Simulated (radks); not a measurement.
Neutral copper inside a hard spherical wall (all orbitals vanish at R), configuration held at [Ar] 3d10 4s1 and not refilled when levels cross. All-electron calculation, non-relativistic Kohn-Sham, LDA (Slater exchange, VWN5 correlation), spin-unpolarised, spherical densities, point nucleus. Program: a radial shooting solver on a logarithmic mesh with Libxc functionals. Eigenvalues in eV, with the zero of energy where the potential of the charges vanishes at infinity; a dash marks a level that is unbound or too diffuse for the functional's potential to be trusted. A positive occupied level is held by the wall or, in an anion where self-interaction has pushed it up, behind a barrier. The pressure on the wall is -dE/dV.

| R (bohr) | E (hartree) | kinetic (hartree) | e(3s) | e(3p) | e(3d) | e(4s) | e(4p, empty) | e(5s, empty) | pressure (GPa) |
|---|---|---|---|---|---|---|---|---|---|
| free | -1637.78586 | 1635.983 | -110.41 | -71.001 | -5.504 | -4.682 | -0.790 | -0.008 | 0 |
| 20 | -1637.78586 | 1635.983 | -110.41 | -71.001 | -5.504 | -4.682 | -0.789 | 0.153 | < 0.0001 |
| 12 | -1637.78584 | 1635.983 | -110.41 | -70.998 | -5.501 | -4.679 | -0.736 | 0.953 | 0.000353 |
| 10 | -1637.78567 | 1635.985 | -110.39 | -70.982 | -5.485 | -4.663 | -0.624 | 1.842 | 0.00507 |
| 8 | -1637.78403 | 1635.997 | -110.28 | -70.873 | -5.379 | -4.553 | -0.241 | 4.067 | 0.0758 |
| 6 | -1637.76822 | 1636.084 | -109.68 | -70.272 | -4.799 | -3.858 | 1.232 | 10.727 | 1.32 |
| 3.5 | -1637.38980 | 1637.546 | -103.54 | -64.211 | 1.042 | 5.313 | 14.232 | 56.592 | 108 |
| 3 | -1636.94948 | 1639.068 | -99.034 | -59.791 | 5.473 | 13.626 | 24.597 | 88.816 | 342 |
